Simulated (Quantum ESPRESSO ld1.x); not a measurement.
The numbers below are computed, except where a source is named.
The run below uses ld1.x (Quantum ESPRESSO 7.5).

```
 &input
    zed=32.0,
    iswitch=1,
    rel=0,
    lsd=1,
    dft='PZ',
    config='[Ar] 3d9 4s2',
    verbosity='high',
    prefix='ld1',
    max_out_wfc=37,
    file_charge='ld1.rho',
 /
```

Command: `OMP_NUM_THREADS=1 ld1.x < ld1.in > ld1.out`

It prints (banner and zero overlaps left out):

```
     Program LD1 v.7.5 starts

     --------------------------- All-electron run ----------------------------

     atomic number is 32.00
     dft =PZ   lsd =1 sic =0 latt =0  beta=0.20 tr2=1.0E-14
     Exchange-correlation= PZ
                           (   1   1   0   0   0   0   0)
     mesh =1885 r(mesh) = 100.10945 a.u. xmin = -7.00 dx = 0.00800
     1 Ry =  13.60569312 eV

     n l     nl                  e(Ry)          e(Ha)          e(eV)
     1 0     1S 1( 1.00)    -795.999103251    -397.999551625 -10830.1195250
     2 0     2S 1( 1.00)    -101.601452638     -50.800726319  -1382.3581854
     2 1     2P 1( 3.00)     -90.920580249     -45.460290124  -1237.0375134
     3 0     3S 1( 1.00)     -15.236602465      -7.618301232   -207.3045374
     3 1     3P 1( 3.00)     -11.689100134      -5.844550067   -159.0383093
     3 2     3D 1( 5.00)      -5.484597123      -2.742298561    -74.6217454
     4 0     4S 1( 1.00)      -3.180522804      -1.590261402    -43.2732172
     1 0     1S 2( 1.00)    -795.997846804    -397.998923402 -10830.1024302
     2 0     2S 2( 1.00)    -101.536053853     -50.768026926  -1381.4683896
     2 1     2P 2( 3.00)     -90.871069563     -45.435534782  -1236.3638862
     3 0     3S 2( 1.00)     -15.140042112      -7.570021056   -205.9907668
     3 1     3P 2( 3.00)     -11.593765967      -5.796882984   -157.7412219
     3 2     3D 2( 4.00)      -5.390229513      -2.695114756    -73.3378086
     4 0     4S 2( 1.00)      -3.163411200      -1.581705600    -43.0404020

     final scf error:  3.5E-15 reached in  27 iterations

     Etot =   -4141.333861 Ry,   -2070.666931 Ha,  -56345.717633 eV
     Total magnetization:    1.00 Bohr mag.

     Ekin =    4137.511167 Ry,    2068.755584 Ha,   56293.707237 eV
     Encl =   -9823.762706 Ry,   -4911.881353 Ha, -133659.100686 eV
     Eh   =    1693.537055 Ry,     846.768528 Ha,   23041.745466 eV
     Exc  =    -148.619378 Ry,     -74.309689 Ha,   -2022.069650 eV

     normalization and overlap integrals

     s(1S/1S) =  1.000000  <r> =   0.0479  <r2> =    0.0031  r(max) =   0.0318
     s(2S/2S) =  1.000000  <r> =   0.2142  <r2> =    0.0541  r(max) =   0.1802
     s(2P/2P) =  1.000000  <r> =   0.1855  <r2> =    0.0421  r(max) =   0.1429
     s(3S/3S) =  1.000000  <r> =   0.6307  <r2> =    0.4582  r(max) =   0.5523
     s(3P/3P) =  1.000000  <r> =   0.6437  <r2> =    0.4864  r(max) =   0.5435
     s(3D/3D) =  1.000000  <r> =   0.6916  <r2> =    0.5986  r(max) =   0.4937
     s(4S/4S) =  1.000000  <r> =   1.7991  <r2> =    3.6574  r(max) =   1.5877
     s(1S/1S) =  1.000000  <r> =   0.0479  <r2> =    0.0031  r(max) =   0.0318
     s(2S/2S) =  1.000000  <r> =   0.2142  <r2> =    0.0540  r(max) =   0.1802
     s(2P/2P) =  1.000000  <r> =   0.1854  <r2> =    0.0420  r(max) =   0.1429
     s(3S/3S) =  1.000000  <r> =   0.6315  <r2> =    0.4593  r(max) =   0.5523
     s(3P/3P) =  1.000000  <r> =   0.6447  <r2> =    0.4881  r(max) =   0.5435
     s(3D/3D) =  1.000000  <r> =   0.6954  <r2> =    0.6063  r(max) =   0.4937
     s(4S/4S) =  1.000000  <r> =   1.8063  <r2> =    3.6863  r(max) =   1.6004

     ------------------------ End of All-electron run ------------------------
```

Run on one thread of a shared host, so times are rough (Intel(R) Xeon(R) Processor @ 2.60GHz): 0.63 s of CPU time, 0.66 s wall, 27 iterations on 1885 mesh points.
